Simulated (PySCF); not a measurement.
PbHF, SMILES [F][PbH] (connectivity only; charge and spin as stated), neutral, multiplicity 1. Heavy atoms are numbered as in [PbH:1][F:3]. Hydrogens are named by the atom that carries them.

Geometry optimised at B3LYP-D3(BJ)/def2-TZVP. The def2 effective core potentials stand for the cores of Pb; spin–orbit coupling is left out.

Computed with PBE0/def2-TZVPD (PySCF).

Mulliken values depend strongly on the basis, most of all with diffuse functions as here. ESP charges are fitted to the potential on shells at 1.4 to 2.0 van der Waals radii. Atomic charges (e), one atom of each kind:

```csv
atom,ESP fit,Mulliken
Pb1 (PbH),0.57,0.68
H on Pb1,-0.16,-0.10
F3,-0.40,-0.58
```
